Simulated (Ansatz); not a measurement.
`CBNC` + `FC(F)(F)[TeH]` → `C[Te]C(F)(F)F` + `CBN` at 400 K and 1 bar (substitution at a C–N bond).

Program: Ansatz. Geometries: PBE0-D4/def2-TZVP. ΔE: electronic, gas phase. CCSD(T)/CBS is the MP2 limit (def2-TZVPP, def2-QZVPP) plus CCSD(T) − MP2 in def2-TZVPP, frozen cores. Elements past krypton have def2 core potentials. For Te outer-core shells are correlated without core-valence functions, which leaves a few kJ/mol of doubt a bond. Each species was taken in one conformer, which may not be the lowest.

| species | CCSD(T)/CBS energy (Eh) | H − E (kJ/mol) | S (J/(mol·K)) |
| --- | --- | --- | --- |
| `CBNC` | -160.46148 | 304.2 | 336.8 |
| `FC(F)(F)[TeH]` | -605.73243 | 80.2 | 359.1 |
| `C[Te]C(F)(F)F` | -645.00072 | 166.6 | 407.9 |
| `CBN` | -121.21267 | 224.0 | 296.9 |

H − E and S are ideal-gas, rigid-rotor, harmonic terms from PBE0-D4/def2-TZVP, for one conformer and one mirror image of each species. 1 Eh = 2625.50 kJ/mol, R = 8.31446 J/(mol·K).

Problem. By hand: ΔE, ΔH, ΔS and ΔG.

Solution. ΔE = (-645.00072) + (-121.21267) − (-160.46148) − (-605.73243) = -0.01948 Eh = -51.1 kJ/mol. Δ(H − E) = 166.6 + 224.0 − 304.2 − 80.2 = 6.2, so ΔH = -44.9 kJ/mol. ΔS = 407.9 + 296.9 − 336.8 − 359.1 = 8.9 J/(mol·K). ΔG = -44.9 − 400 × (8.9)/1000 = -48.5 kJ/mol.

Problem. By hand: the equilibrium constant, and the temperature at which ΔG would vanish if ΔH and ΔS stayed fixed.

Solution. log₁₀ K = −ΔG/(RT ln 10) = 6.3. ΔH and −TΔS have one sign here, so there is no such temperature.

The number of gas molecules stays the same, so ΔS is small and ΔH decides. A doubt of 5 kJ/mol in ΔE shifts log₁₀ K by 0.7 here. Other conformers and mirror images would add mixing entropy, several J/(mol·K) or more a flexible species. Modes under 60 cm⁻¹, often nearly free rotors, make the harmonic entropy too high. These are equilibria of isolated gas molecules and say nothing of rates. Largest T1 diagnostic: 0.012 (customary marks: 0.02 for closed shells, 0.045 for open ones).

ΔS is within the doubt of such terms, so its sign, and with it that verdict, could turn.
